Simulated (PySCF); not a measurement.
`C(CC)=C=C=CC#C`. Structure optimised with GFN2-xTB, isolated species.

```
atom  x, y, z in Å
C1     4.2467    1.4126    0.3788
C2     3.5761    0.5103   -0.0483
C3     2.8084   -0.5508   -0.5547
C4     1.4996   -0.6293   -0.3856
C5     0.2575   -0.7146   -0.2373
C6    -1.0428   -0.7857   -0.0630
C7    -1.8426    0.2427    0.6734
C8    -2.9443    0.8213   -0.2149
H9     4.8304    2.1994    0.7533
H10    3.3407   -1.3210   -1.1015
H11   -1.5970   -1.6202   -0.4754
H12   -1.1854    1.0418    1.0218
H13   -2.3025   -0.2281    1.5488
H14   -3.5292    1.5531    0.3375
H15   -2.5104    1.3102   -1.0845
H16   -3.6128    0.0349   -0.5598
```

Give the dihedral angles C5–C6–C7–H12, C6–C7–C8–H15, H12–C7–C8–H14, H13–C7–C8–H16, H12–C7–C8–H16, H11–C6–C7–H13.

C5–C6–C7–H12 1° (synperiplanar); C6–C7–C8–H15 -61° (synclinal); H12–C7–C8–H14 -59° (synclinal); H13–C7–C8–H16 -61° (synclinal); H12–C7–C8–H16 -179° (antiperiplanar); H11–C6–C7–H13 63° (synclinal). Dihedral signs follow IUPAC: positive where, seen along the central bond, the front bond turns clockwise onto the rear one.

Which two atoms are farthest apart?

H9···H16, 8.81 Å; the next longest distance is 8.39 Å.

What is the repulsion energy of the bare nuclei, Σ ZA·ZB/RAB?

280.82 Eh over 120 pairs, with full nuclear charges and distances in bohr; the largest single term is 15.84 Eh (C1 with C2).

Where is the centre of mass (commonest isotopes), and what is the radius of gyration?

Mass 104.063 u; centre at (0.693, 0.064, -0.048) Å; Rg = √(Σ m r²/M) = 2.719 Å. As Ia + Ib + Ic = 2 Σ m r², the three principal moments sum to 1538.2 u·Å².

How far apart are these pairs, which share no bond: C1···H12, C1···H13, C3···C5, C3···C7, C3···H15, H11···H13?

C1···H12 5.483 Å (7 bonds apart); C1···H13 6.852 Å (7 bonds apart); C3···C5 2.576 Å (2 bonds apart); C3···C7 4.875 Å (4 bonds apart); C3···H15 5.660 Å (6 bonds apart); H11···H13 2.556 Å (3 bonds apart).

What are the angles C2–C3–C4, C3–C4–C5, H12–C7–H13, H15–C8–H16?

From the scalar product of the two bond vectors; for C2–C3–C4 it is -1.0024 Å² over 1.4042 × 1.3220 Å², cos θ = -0.5400. C2–C3–C4 122.7°; C3–C4–C5 179.3°; H12–C7–H13 108.2°; H15–C8–H16 108.4°.

Write the matrix of distances between heavy atoms (Å, lower triangle).

```
C1    0.000
C2    1.203  0.000
C3    2.607  1.404  0.000
C4    3.507  2.393  1.322  0.000
C5    4.563  3.542  2.576  1.254  0.000
C6    5.745  4.797  3.890  2.568  1.314  0.000
C7    6.208  5.473  4.875  3.613  2.481  1.497  0.000
C8    7.240  6.530  5.924  4.678  3.551  2.494  1.529  0.000
```

Not checked by GFN2-xTB frequencies. One conformer, not necessarily the lowest.

All values are computed, not measured.
